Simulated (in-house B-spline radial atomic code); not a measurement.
Orbital energies and mean radii along the 50-electron series, configuration 1s2 2s2 2p6 3s2 3p6 3d10 4s2 4p6 4d10 5s2 5p1/2(2). The effective charge is n√(-2ε), a non-relativistic measure. Computed with a radial B-spline atomic code at the basis-set limit: Dirac-Hartree-Fock, jj configuration that fills j = l - 1/2 first, finite nuclei.

```csv
ion,Z,energy of 4p3/2 (Eh),mean radius of 4p3/2 (bohr),energy of 4p1/2 (Eh),mean radius of 4p1/2 (bohr),energy of 4s1/2 (Eh),mean radius of 4s1/2 (bohr),effective charge of 4p3/2
Sn,50,-3.9492,0.89898,-4.2471,0.87014,-5.8794,0.82206,11.242
Sb+,51,-4.7374,0.86423,-5.0779,0.83556,-6.7916,0.79323,12.312
Te2+,52,-5.6291,0.83181,-6.0159,0.80342,-7.8131,0.76612,13.421
I3+,53,?,?,?,?,?,?,?
Xe4+,54,-7.6721,0.77332,-8.164,0.7456,-10.133,0.71656,15.669
Cs5+,55,?,?,?,?,?,?,?
Ba6+,56,-10.027,0.72222,-10.642,0.69516,-12.79,0.6725,17.912
La7+,57,-11.314,0.69907,-12,0.67231,-14.238,0.65228,19.027
Ce8+,58,-12.672,0.67734,-13.434,0.65084,-15.764,0.63316,20.138
```

Question: Fill in the row of I3+.

Answer: energy of 4p3/2 (Eh): -6.6097; mean radius of 4p3/2 (bohr): 0.80156; energy of 4p1/2 (Eh): -7.0468; mean radius of 4p1/2 (bohr): 0.7735; energy of 4s1/2 (Eh): -8.9294; mean radius of 4s1/2 (bohr): 0.7406; effective charge of 4p3/2: 14.543.

Question: Fill in the row of Cs5+.

Answer: energy of 4p3/2 (Eh): -8.812; mean radius of 4p3/2 (bohr): 0.74692; energy of 4p1/2 (Eh): -9.3634; mean radius of 4p1/2 (bohr): 0.71954; energy of 4s1/2 (Eh): -11.421; mean radius of 4s1/2 (bohr): 0.69389; effective charge of 4p3/2: 16.792.

Question: How does the screening of 4p3/2 change?

Answer: Z less the effective charge goes from 38.76 at Z = 50 to 37.86 at Z = 58.
